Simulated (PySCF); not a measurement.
SMILES [CH2]C(C)[CH2][GeH3] (C4H11Ge), doublet, GFN2-xTB optimised geometry.

```
16

C     -1.23     1.86     0.52
C     -0.86     0.44     0.48
C     -1.78    -0.37    -0.43
C      0.61     0.32     0.00
Ge     1.32    -1.53     0.00
H     -1.69     2.32    -0.33
H     -0.87     2.49     1.31
H     -0.89     0.02     1.50
H     -2.81    -0.27    -0.10
H     -1.70    -0.02    -1.45
H     -1.51    -1.43    -0.40
H      0.69     0.74    -1.00
H      1.24     0.93     0.65
H      0.89    -2.32    -1.19
H      2.81    -1.53     0.00
H      0.87    -2.27     1.22
```

Density from PySCF 2.14.0 with unrestricted PBE0/def2-TZVP at that geometry.

Minimum of the electron density along straight lines between bonded atoms, close to the bond critical point (lines longer than 1.1 times the sum of covalent radii, or with two minima, are not listed):

```
bond     length / Å  ρ at the minimum / e bohr⁻³  ∇²ρ there / e bohr⁻⁵  position (fraction from the first atom)
-------  ----------  ---------------------------  --------------------  ---------------------------------------
C1–C2         1.472                        0.274                 -0.75                                     0.51
C2–C3         1.525                        0.248                 -0.62                                     0.50
C2–C4         1.548                        0.232                 -0.53                                     0.50
C4–Ge5        1.976                        0.124                  0.07                                     0.53
C1–H6         1.073                        0.288                 -1.02                                     0.64
C1–H7         1.073                        0.289                 -1.02                                     0.64
C2–H8         1.099                        0.276                 -0.94                                     0.64
C3–H9         1.088                        0.280                 -0.96                                     0.64
C3–H10        1.088                        0.279                 -0.95                                     0.64
C3–H11        1.090                        0.278                 -0.95                                     0.64
C4–H12        1.092                        0.276                 -0.93                                     0.64
C4–H13        1.092                        0.276                 -0.93                                     0.64
Ge5–H14       1.496                        0.142                  0.10                                     0.60
Ge5–H15       1.497                        0.141                  0.09                                     0.60
Ge5–H16       1.496                        0.142                  0.10                                     0.60
```
